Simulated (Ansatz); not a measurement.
Reaction (formal exchange of groups at a Ge–Ge bond): `[CH3][GeH2][GeH3]` + `CCSCN` → `NC[S][GeH3]` + `C[CH2][GeH2][CH3]`

Calculated with Ansatz (gas phase, PBE0-D4/def2-TZVP geometries, no zero-point term in ΔE). CCSD(T)/CBS adds triple-zeta CCSD(T) − MP2 to the extrapolated MP2 energy (def2 sets, frozen cores). Functionals use def2-TZVPP. B3LYP here is the variant with VWN-RPA as its local correlation; programs differ in this. For Ge outer-core shells are correlated without core-valence functions, which leaves a few kJ/mol of doubt a bond. Scalar relativity is left out up to krypton. One conformer a species, not always the lowest.

```csv
level,ΔE (kJ/mol)
PBE0-D4,-30.9
B3LYP-D4,-32.3
ωB97M-V,-35.9
B2PLYP,-34.8
r2SCAN,-32.9
B3LYP,-29.8
CCSD(T)/def2-TZVPP,-39.2
SCS-MP2/def2-QZVPP,-41.2
```

(1) What does CCSD(T)/CBS give? (Estimate.)

Largest T1 diagnostic among the species: 0.011.

## Answers

(1) Ansatz gave: -36.7 kJ/mol. The listed levels differ from it by 5.8, 4.4, 0.8, 1.9, 3.8, 6.9, -2.5, -4.5 kJ/mol.

From PBE to PBE0 (25 % exact exchange), in def2-TZVPP and without D4, ΔE moves by −3.5 kJ/mol.
